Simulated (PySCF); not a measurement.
Species: C7H8ClFSi.
SMILES with atom numbers: `[CH:1]#[C:2][C@@:3]1([Cl:4])[C:5]([SiH2:6][F:7])=[CH:8][C@H:9]1[CH3:10]`

Cartesian coordinates in Å at the GFN2-xTB level; atoms count from 1:
```xyz
18
C7H8ClFSi angstrom
C     -0.108    2.447    1.404
C      0.121    1.596    0.592
C      0.414    0.583   -0.379
Cl     1.651    1.225   -1.521
C      0.756   -0.791    0.167
Si     2.196   -1.347    1.219
F      1.808   -2.820    1.747
C     -0.309   -1.358   -0.413
C     -0.801   -0.105   -1.085
C     -2.187    0.388   -0.708
H     -0.318    3.189    2.115
H      2.340   -0.526    2.411
H      3.409   -1.529    0.437
H     -0.708   -2.355   -0.406
H     -0.682   -0.116   -2.171
H     -2.341    1.400   -1.075
H     -2.941   -0.264   -1.145
H     -2.308    0.390    0.373
```

Definitions: NICS(0) = −σiso at the ring centroid; NICS(1) = −σiso and NICS(1)zz = −σzz at ±1 Å along the ring normal z. Level: GIAO PBE0/pcSseg-1 (PySCF, non-relativistic, gas phase) on the GFN2-xTB geometry, one conformer.

Ring bond lengths (Å), with Mayer bond orders in brackets: C3–C5 1.517 (0.94), C5–C8 1.339 (1.74), C8–C9 1.504 (0.99), C9–C3 1.565 (0.89).

What do the NICS probes read (ppm)?

```
       ring                                                    type  NICS(0)  NICS(1), two faces  NICS(1)zz, two faces  rms pucker (Å)  centre to ring atoms, mean (Å)
C3–C5–C8–C9  4-membered carbocycle; formal bonds 1 double, 3 single      1.9         -1.5 / -3.3             3.0 / 1.6            0.01                            1.05
```

What do they say, and how far can they be read as aromaticity?

- C3–C5–C8–C9: mean NICS(1)zz 2.3 ppm, near zero. C3, C9 have four or more neighbours, and the NICS criterion for π rings isn't applied.

At the first NICS(1) probe listed for ring C3–C5–C8–C9, 1 Å off the ring, what do the in-plane components average?

The isotropic value is a third of the trace: (3 × -1.5 − (3.0))/2 = -3.8 ppm.

Give the inner angles of the rings and the Hirshfeld charges of the ring atoms.

- C3–C5–C8–C9: C3 86.6° (+0.051 e), C5 92.7° (-0.108 e), C8 95.8° (-0.013 e), C9 84.8° (-0.020 e); sum 360.0° against 360° for a flat convex ring.

Time: 95 s of wall time; peak memory 1.1 GiB. Hardware: an Arm Neoverse N1 with one thread, on a shared host. This is the whole shielding run at PBE0/pcSseg-1, SCF included.
